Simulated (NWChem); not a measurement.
# C2H7GeN; SMILES [N](/[GeH3])=C/C

```xyz
11

C      0.7536     2.3112     0.0008
C     -0.6355     1.7186     0.0003
N     -1.0230     0.5093    -0.0005
Ge     0.0589    -1.0193    -0.0016
H      1.5390     1.5519    -0.0016
H      0.8805     2.9577    -0.8777
H      0.8816     2.9533     0.8823
H     -1.4304     2.4837     0.0009
H     -0.3404    -1.8115    -1.2661
H      1.6013    -0.8021    -0.0025
H     -0.3388    -1.8123     1.2631
```
Atoms are numbered in this order, from 1.

Level: B3LYP/6-31G* (spherical d) (NWChem), optimised geometry, unscaled harmonic frequencies. 

| frequency (cm⁻¹) | IR intensity (km/mol) |
|---|---|
| 64 | 0.7 |
| 129 | 0.6 |
| 191 | 1.3 |
| 326 | 0.3 |
| 476 | 1.1 |
| 545 | 35.6 |
| 627 | 48.6 |
| 657 | 57.3 |
| 836 | 17.9 |
| 846 | 189.6 |
| 872 | 27.0 |
| 876 | 53.5 |
| 911 | 4.2 |
| 1103 | 0.2 |
| 1130 | 10.3 |
| 1418 | 12.2 |
| 1435 | 8.5 |
| 1505 | 15.2 |
| 1505 | 6.8 |
| 1756 | 184.2 |
| 2059 | 151.0 |
| 2129 | 104.9 |
| 2133 | 146.1 |
| 3005 | 82.6 |
| 3043 | 12.9 |
| 3093 | 12.0 |
| 3156 | 14.1 |

| Quantity | Result |
|---|---|
| zero-point energy | 51.2 kcal/mol |
| thermal correction to the enthalpy at 298.15 K (with zero-point energy) | 55.8 kcal/mol |
| heat capacity Cv | 21.3 cal/(mol K) |
| entropy at 298.15 K and 1 atm (symmetry number 1) | 80.1 cal/(mol K) |
| dipole moment | 2.01 D |

Rigid rotor and harmonic oscillator; modes under 100 cm⁻¹ make the entropy uncertain.
